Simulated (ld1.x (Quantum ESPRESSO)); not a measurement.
**nitrogen (N), PAW: configuration errors across variants**

N (Z = 7), PAW, made with ld1.x (Quantum ESPRESSO) 7.5 (PBE, scalar-relativistic). Core [He], reference 2s2 2p3. Waves: 2s (bound): rcut 0.85, rcutus 1.15 bohr; 2s channel at -0.5 Ry: rcut 0.85, rcutus 1.15 bohr; 2p (bound): rcut 1.70, rcutus 2.25 bohr; 2p channel at 0.2 Ry: rcut 1.70, rcutus 2.25 bohr. Local part: all-electron potential smoothed inside 1.90 bohr (lloc = -1). Core correction: Bessel-smoothed model core, default radius (core density twice the valence density). Augmentation charge: PSQ, inside the norm-conserving radii.

All-electron excitation energies from the reference (eV): (1) 2s2 2p2 13.591; (2) 2s2 2p1 42.445; (3) 2s2 2p0 89.528; (4) 2s1 2p3 25.372; (5) 2s1 2p4 11.508; (6) 2s0 2p5 23.041; (7) 2s2 2p2.5 5.093.

The default core radius of the base comes out at 0.41 bohr.

The overlap operator is not positive definite (basis up to 400 Ry) in “waves 2s (bound): rcut 0.70, rcutus 0.74 bohr; 2s channel at -0.5 Ry: rcut 0.70, rcutus 0.74 bohr”. Such files are unfit for use, however small their errors in these radial tests.

Tests that are not counted but printed errors over 1 eV. “all radii but the core radius scaled by about 1.38 (s 1.58, p 3.10 bohr, rcut 1.18/2.34); local potential all-electron potential smoothed inside 2.62 bohr (lloc = -1)”: 2s2 2p2.5 (solver errors, printed error -197 eV); 2s1 2p3 (solver errors, printed error -132 eV); 2 more.

1 further variants failed, have other tests or another functional or relativity, and are left out.

Errors AE − PS in meV (a dash: test not solved or not reliable):

| change | (1) | (2) | (3) | (4) | (5) | (6) | (7) | bound ghosts |
| --- | --- | --- | --- | --- | --- | --- | --- | --- |
| base | -5.2 | -23 | +21 | -8.9 | -0.6 | -2.1 | -1.0 | none |
| local potential all-electron potential smoothed inside 1.10 bohr (lloc = -1) | -10.0 | -48 | -1.6 | -14 | -0.7 | -2.5 | -1.7 | none |
| waves 2s (bound): rcut 0.70, rcutus 0.74 bohr; 2s channel at -0.5 Ry: rcut 0.70, rcutus 0.74 bohr | -4.3 | -24 | -2.5 | -6.8 | -0.4 | -2.1 | -0.7 | not determined (overlap not positive) |
| core correction Bessel-smoothed model core inside 0.56 bohr | -5.2 | -24 | +19 | -8.9 | -0.6 | -2.1 | -1.0 | none |
| all radii but the core radius scaled by about 1.38 (s 1.58, p 3.10 bohr, rcut 1.18/2.34); local potential all-electron potential smoothed inside 2.62 bohr (lloc = -1) | – | – | +76 | – | -0.6 | -2.1 | – | none |
| wave 2p channel at 0.2 Ry: rcut 1.70, rcutus 2.25 bohr becomes 2p channel at 1.62 Ry: rcut 1.70, rcutus 2.25 bohr | -1.4 | -11 | +21 | -3.0 | -0.5 | -2.0 | -0.1 | none |
| local potential all-electron potential smoothed inside 1.48 bohr (lloc = -1) | -7.9 | -37 | -5.6 | -11 | -0.6 | -2.3 | -1.5 | none |

Q: Give the same row for: waves 2p (bound): rcut 1.52, rcutus 1.62 bohr; 2p channel at 0.2 Ry: rcut 1.52, rcutus 1.62 bohr.

A: -0.8, -1.9, +9.6, -1.3, -0.4, -1.7, -0.3; bound ghosts: none.
